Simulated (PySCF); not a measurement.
Oscillator strengths, rates and cross-sections

C8H12BN.
Bonds: C1–N2, N2–C3, N2–B4, B4–C5, C5–C6 (aromatic), C6–C7 (aromatic), C7–C8 (aromatic), C8–C9 (aromatic), C9–C10 (aromatic), C5–C10 (aromatic). Hydrogens: H11, H12, H13 on C1; H14, H15, H16 on C3; H17 on B4; H18 on C6; H19 on C7; H20 on C8; H21 on C9; H22 on C10.

Method used: PySCF, TDDFT wB97X-D/def2-SVPD, vertical, gas phase, core orbitals frozen in the response. One conformer (not necessarily the lowest) at the PBE0-D3(BJ)/def2-SVP geometry, without solvent, vibrations or thermal averaging. Torsions of this conformer, `[CH3:1][N:2]([CH3:3])[BH:4][c:5]1[cH:6][cH:7][cH:8][cH:9][cH:10]1`: C1–N2–B4–C5 177°, N2–B4–C5–C6 138°.

Computed singlets with f of 0.002 or more:

```csv
state,λ (nm),f
S1,235.3,0.0048
S2,219.4,0.264
S3,191.8,0.264
S4,186.7,0.304
S5,185.9,0.097
S6,179.9,0.068
S7,179.3,0.197
S8,169.6,0.014
S9,168.7,0.0081
S10,167.8,0.014
```

Q: Give A, τ, |μ| and ∫σ dE for each state.

A: For one non-degenerate pair of states in vacuum, A = 0.6670 f ν̃² s⁻¹ with ν̃ in cm⁻¹, τ = 1/A, |μ|² = 3f / (2ΔE) in atomic units, and the integrated cross-section is ∫σ dE = 109.76 f Mb·eV.

```json
{"state": "S1", "A (s⁻¹)": "5.8×10⁶", "τ": "170 ns", "|μ| (D)": "0.49", "∫σ dE (Mb·eV)": "0.53"}
{"state": "S2", "A (s⁻¹)": "3.7×10⁸", "τ": "2.7 ns", "|μ| (D)": "3.51", "∫σ dE (Mb·eV)": "29"}
{"state": "S3", "A (s⁻¹)": "4.8×10⁸", "τ": "2.1 ns", "|μ| (D)": "3.28", "∫σ dE (Mb·eV)": "29"}
{"state": "S4", "A (s⁻¹)": "5.8×10⁸", "τ": "1.7 ns", "|μ| (D)": "3.47", "∫σ dE (Mb·eV)": "33"}
{"state": "S5", "A (s⁻¹)": "1.9×10⁸", "τ": "5.3 ns", "|μ| (D)": "1.96", "∫σ dE (Mb·eV)": "11"}
{"state": "S6", "A (s⁻¹)": "1.4×10⁸", "τ": "7.1 ns", "|μ| (D)": "1.62", "∫σ dE (Mb·eV)": "7.5"}
{"state": "S7", "A (s⁻¹)": "4.1×10⁸", "τ": "2.5 ns", "|μ| (D)": "2.74", "∫σ dE (Mb·eV)": "22"}
{"state": "S8", "A (s⁻¹)": "3.2×10⁷", "τ": "31 ns", "|μ| (D)": "0.70", "∫σ dE (Mb·eV)": "1.5"}
{"state": "S9", "A (s⁻¹)": "1.9×10⁷", "τ": "52 ns", "|μ| (D)": "0.54", "∫σ dE (Mb·eV)": "0.89"}
{"state": "S10", "A (s⁻¹)": "3.3×10⁷", "τ": "30 ns", "|μ| (D)": "0.71", "∫σ dE (Mb·eV)": "1.6"}
```

Leading configurations: S1 H-1→L (54%); S2 H→L (84%); S3 H-1→L+1 (41%); S4 H-3→L (38%); S5 H-3→L (39%); S6 H→L+2 (46%); S7 H→L+2 (26%); S8 H-3→L+1 (81%); S9 H-1→L+2 (58%); S10 H-2→L+2 (32%) (H = HOMO, L = LUMO).

These lifetimes count emission to the ground state at the vertical energy alone; relaxation of the geometry and all other decay channels are left out.

Q: How much energy does a mole of photons resonant with S4 carry?

A: 6.642 eV × 96.485 = 641 kJ/mol (153 kcal/mol).

Q: What is the integrated cross-section of all computed states together?

A: Σf = 1.234 over S1 to S10, so 109.76 × Σf ≈ 135 Mb·eV.

Q: Suppose S1 emitted 0.3 eV lower with the same transition dipole. How would A change?

A: At fixed |μ|, A goes as the cube of the energy: (4.97/5.27)³ = 0.84, which makes τ about 200 ns.

All these states lie below the vertical ionisation energy of 8.61 eV (ΔSCF).

Time: 9.4 min wall (with the writing of density and orbital grids); peak memory 1.5 GiB. Hardware: Arm Neoverse V2, one thread, no GPU, shared host with 96 logical CPUs at a one-minute load of 70.
